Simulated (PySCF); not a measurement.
**As³⁰⁺: ionisation energy**

As³⁰⁺ [He] 2s1 (2S) → As³¹⁺ 1s2 (1S), as a difference of total energies. Calculation: PySCF 2.14, in an uncontracted even-tempered set (19 s from 9.3 bohr⁻², ratio 2.2; 8 p from 14 bohr⁻², ratio 2.4; 5 d from 43 bohr⁻², ratio 2.4; 5 f from 65 bohr⁻², ratio 2.4; 4 g from 97 bohr⁻², ratio 2.4); scalar relativity by spin-free X2C-1e. Correlated levels: nothing frozen; virtual orbitals above 40 to 60 times the deepest correlated orbital energy dropped. The calculations carry no spin-orbit coupling.

```
                 method  ionisation energy (eV)
                    UHF                  3413.2
                    LDA                  3409.4
                    PBE                  3416.0
                   PBE0                  3415.4
                 r2SCAN                  3411.5
                    M06                  3410.1
                  B3LYP                  3415.6
    MP2 (all electrons)                  3413.3
SCS-MP2 (all electrons)                  3413.3
```

For this ion Breit and QED terms and the two-electron picture change, all absent here, outweigh the differences among the correlated methods.

For comparison: 3411.6 eV (theoretical estimate listed by NIST; NIST Atomic Spectra Database, ionization energies).
